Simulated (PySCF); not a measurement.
Ionisation energy of Ce⁴⁹⁺ by level of theory

Ce⁴⁹⁺ [He] 2s2 2p5 (2P) → Ce⁵⁰⁺ [He] 2s2 2p4 (3P), as a difference of total energies. Calculation: PySCF 2.14, in an uncontracted even-tempered set (19 s from 25 bohr⁻², ratio 2.2; 12 p from 32 bohr⁻², ratio 2.2; 6 d from 130 bohr⁻², ratio 2.4; 5 f from 200 bohr⁻², ratio 2.4; 4 g from 290 bohr⁻², ratio 2.4); the spin-free X2C one-electron Hamiltonian (Gaussian nucleus). Correlated levels: nothing frozen; virtual orbitals above 40 to 60 times the deepest correlated orbital energy dropped. The calculations carry no spin-orbit coupling.

| method | ionisation energy (eV) |
| --- | --- |
| UHF | 9420.5 |
| LDA | 9416.6 |
| PBE | 9419.9 |
| PBE0 | 9420.5 |
| r2SCAN | 9424.2 |
| r2SCAN0 | 9423.7 |
| MN15 | 9424.8 |
| MP2 (all electrons) | 9422.3 |
| SCS-MP2 (all electrons) | 9422.2 |

Spin-orbit coupling is strong in these open shells (close to jj coupling). The scalar numbers leave it out and a first-order estimate fails, so it can dominate the gap to the real levels.

For this ion Breit and QED terms and the two-electron picture change, all absent here, outweigh the differences among the correlated methods.

For comparison: 9269 ± 4 eV (theoretical estimate listed by NIST; NIST Atomic Spectra Database, ionization energies).
